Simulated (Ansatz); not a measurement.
Relaxation of Ru3⁺ with UKS PBE-D4/def2-TZVP.

```sh
$ ansatz run in.yaml --threads 4 --pin off --events-out ev --progress --plain --max-ram 3916MiB
```

```yaml
crystal:
  periodic: [false, false, false]
  atoms:
    - {symbol: Ru, position_ang: [0.000000, 0.000000, 0.000000]}
    - {symbol: Ru, position_ang: [-1.594600, 2.392500, 0.070600]}
    - {symbol: Ru, position_ang: [-2.745500, -0.284000, 0.117100]}
basis:
  gaussian: {orbitals: def2-TZVP}
total_charge: 1
magnetization: {spin_polarized: true, initial_magnetization: 1}
hamiltonian: {xc: pbe, dispersion: d4}
scf: {lower_state_search: "off"}
output: {orbitals: {seedname: orbitals}}
relax: {f_tol: 0.02, max_steps: 100}
```

It took 38 s on 4 threads of Intel Xeon on a shared host.

Positions (Å) and forces (eV/Å) at steps 1, 2, 3, 4, 5, 6, 7, 8 of 8:

```xyz
3
step=1 energy=-7738.7788 eV
Ru    0.000    0.000    0.000   -3.807    1.155    0.164
Ru   -1.595    2.393    0.071    0.440   -2.671   -0.022
Ru   -2.745   -0.284    0.117    3.367    1.516   -0.142
3
step=2 energy=-7740.4020 eV
Ru   -0.188    0.054    0.008   -3.067    1.269    0.132
Ru   -1.572    2.270    0.070    0.755   -1.968   -0.034
Ru   -2.580   -0.215    0.110    2.312    0.699   -0.098
3
step=3 energy=-7740.9666 eV
Ru   -0.362    0.144    0.016    1.421    0.834   -0.060
Ru   -1.509    2.162    0.067    0.608    0.171   -0.026
Ru   -2.469   -0.198    0.105   -2.029   -1.004    0.086
3
step=4 energy=-7741.1014 eV
Ru   -0.426    0.243    0.018    0.052    0.124   -0.002
Ru   -1.375    2.251    0.061   -0.101   -0.426    0.004
Ru   -2.539   -0.385    0.108    0.049    0.301   -0.002
3
step=5 energy=-7741.1054 eV
Ru   -0.340    0.203    0.015   -0.226    0.097    0.010
Ru   -1.472    2.148    0.065    0.233    0.232   -0.010
Ru   -2.529   -0.242    0.108   -0.007   -0.329    0.000
3
step=6 energy=-7741.1301 eV
Ru   -0.393    0.230    0.017    0.085    0.004   -0.004
Ru   -1.415    2.200    0.063   -0.037   -0.050    0.002
Ru   -2.532   -0.321    0.108   -0.048    0.046    0.002
3
step=7 energy=-7741.1313 eV
Ru   -0.383    0.227    0.017   -0.007   -0.019    0.000
Ru   -1.424    2.190    0.063   -0.010    0.011    0.000
Ru   -2.534   -0.308    0.108    0.017    0.008   -0.001
3
step=8 energy=-7741.1313 eV
Ru   -0.382    0.226    0.017   -0.003    0.001    0.000
Ru   -1.425    2.190    0.063    0.001   -0.002    0.000
Ru   -2.533   -0.307    0.108    0.003    0.001    0.000
```

In the def2 sets Ru takes a core potential; there is no spin–orbit coupling. The charge 1 doublet is spin-contaminated (final ⟨S²⟩ up to 3.24, 0.75 for a pure state). The structure comes from a short search, and lower isomers may exist.
